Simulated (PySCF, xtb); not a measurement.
BH5N, SMILES B[NH3+], charge +1.

GFN2-xTB run with xtb 6.7.1 at its own geometry gives an orbital gap of 4.03 eV.

Coordinates come from a PBE0-D3(BJ)/def2-TZVP optimisation. The isomer is the one that the SMILES or the coordinates give; other isomers of the formula were not compared.

Q: What does r2SCAN/def2-TZVPD (PySCF) give? (The exact figures need the calculation; the answer reports its results.)

A: gap 6.56 eV (levels -15.04 and -8.48 eV).
